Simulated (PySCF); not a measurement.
ZrCl₃, SMILES [Cl][Zr+]([Cl])[Cl], charge +1, multiplicity 1. The structure is a stationary point at B3LYP-D3(BJ)/def2-SVP. The multiplicity is an assumed one; other spin states were not compared. The isomer is the one that the SMILES or the coordinates give; other isomers of the formula were not compared. The def2 effective core potentials stand for the cores of Zr; spin–orbit coupling is left out.

Computed equilibrium geometry at B3LYP-D3(BJ)/def2-SVP (PySCF confirms it by a frequency run) as Cartesian coordinates in Å, and its point group:
point group C3v.
```xyz
4

Zr     0.0000     0.0000     0.4284
Cl     1.8547     1.0708    -0.3360
Cl     0.0000    -2.1416    -0.3360
Cl    -1.8547     1.0708    -0.3360
```
Charge +1, spin multiplicity 1.
